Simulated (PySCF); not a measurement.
**Assigning NMR signals**

Atom-mapped SMILES (the numbers label the heavy atoms): `[O:1]=[CH:2][c:3]1[o:4][c:5]2[cH:6][cH:7][cH:8][cH:9][c:10]2[p:11]1`; H(Xn) means a hydrogen on atom n.

[PySCF 2.14.0 with density-fitted response routines: shielding tensors at PBE0/pcSseg-1 (GIAO); structure optimised with GFN2-xTB; isolated molecule; relativity neglected; single conformer]

Chemical shifts δ = σref − σ; ¹³C (σref 186.93) and ¹H (σref 31.72) vs TMS, all at this level.

Problem. Assign these signals to the numbered atoms. ¹³C{¹H} NMR (computed): δ 202.9 (C), 186.2 (CH), 166.0 (C), 149.1 (C), 137.1 (CH), 135.8 (CH), 128.4 (CH), 120.4 (CH).

Solution. 
202.9 → C3, substituted aromatic carbon next to the ring oxygen
186.2 → C2, aldehyde carbonyl carbon: the double bond to the heteroatom, with no lone-pair donor beside it, deshields it most
166.0 → C5, ring-fusion aromatic carbon
149.1 → C10, ring-fusion aromatic carbon
137.1 → C9, aromatic CH: the aromatic region
135.8 → C7, aromatic CH
128.4 → C8, aromatic CH
120.4 → C6, aromatic CH

C9 and C7 lie closer than the usual error of such a calculation, so a measured spectrum could show them in the other order.

Problem. Assign these signals to the numbered atoms. ¹H NMR (400 MHz, computed): δ 10.23 (m, 1H), 8.63 (m, 1H), 8.10 (m, 1H), 8.01 (m, 1H), 7.71 (m, 1H).

Solution. 
| δ (ppm) | atoms | environment | reason |
| --- | --- | --- | --- |
| 10.23 | H(C2) | hydrogen on an aldehyde carbonyl carbon | deshielded by the polar, anisotropic C=O bond |
| 8.63 | H(C9) | hydrogen on an aromatic CH | aromatic region |
| 8.10 | H(C6) | hydrogen on an aromatic CH | – |
| 8.01 | H(C7) | hydrogen on an aromatic CH | – |
| 7.71 | H(C8) | hydrogen on an aromatic CH | – |

H(C6) and H(C7) lie closer than the usual error of such a calculation, so a measured spectrum could show them in the other order.

Splittings by ³¹P in the carbon and heteronuclear signals aren't shown, as no couplings were computed. Shifts are as computed. Against solution values, carbons near 30 ppm lie about +3 ppm off and those near 130 ppm about +5 ppm. Of 1211 compounds with measured shifts, 218 miss one by over three times the rms of a fit or turn the order of signals round; such compounds aren't used in these exercises. Multiplicities follow the n + 1 count of equivalent neighbours, as no J values were calculated; m marks all less simple cases, F and P coupling included.
